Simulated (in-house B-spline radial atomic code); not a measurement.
Configurations of Eu5+, with energies counted from [Kr] 4d10 4f5 5s2 5p5. Level of theory: Dirac-Hartree-Fock, average of configuration, Fermi nucleus of rms radius 5.1115 fm; calculated with a B-spline radial code for spherical atoms. Energies include first-order Breit, QED and recoil terms.

Occupations are held fixed; configurations that lie above the ionisation limit could autoionise.

| configuration | E - E(ref) (eV) | highest orbital | its <r> (bohr) |
| --- | --- | --- | --- |
| [Kr] 4d10 4f5 5s2 5p4 5d1 | 31.259 | 5d5/2 | 1.883 |
| [Kr] 4d10 4f4 5s2 5p5 6d1 | 47.747 | 6d5/2 | 3.819 |
| [Kr] 4d10 4f5 5s2 5p4 6d1 | 57.519 | 6d5/2 | 3.862 |
| [Kr] 4d10 4f4 5s2 5p5 6g1 | 63.354 | 6g7/2 | 7.179 |
| [Kr] 4d10 4f5 5s2 5p4 7g1 | 76.43 | 7g7/2 | 10.4 |
| [Kr] 4d9 4f5 5s2 5p5 6s1 | 172.26 | 6s1/2 | 2.703 |
| [Kr] 4d9 4f5 5s2 5p5 7g1 | 209.01 | 7g7/2 | 10.38 |

(1) Order these further configurations by energy, lowest first.
A. [Kr] 4d10 4f4 5s2 5p5 7s1
B. [Kr] 4d10 4f4 5s2 5p5 9s1
C. [Kr] 4d10 4f5 5s2 5p4 8s1
D. [Kr] 4d10 4f4 5s2 5p5 5g1
E. [Kr] 4d10 4f5 5s2 5p4 6s1

(2) How far above the reference does [Kr] 4d10 4f5 5s2 5p4 7s1 lie?

(3) How far above the reference does [Kr] 4d9 4f5 5s2 5p5 6g1 lie?

Answers

(1) E (40.295 eV), A (50.288 eV), D (57.359 eV), B (64.754 eV), C (69.132 eV).

(2) 59.931 eV; its least bound orbital is 7s1/2 with <r> = 4.674 bohr.

(3) 205.36 eV; its least bound orbital is 6g7/2 with <r> = 7.178 bohr.
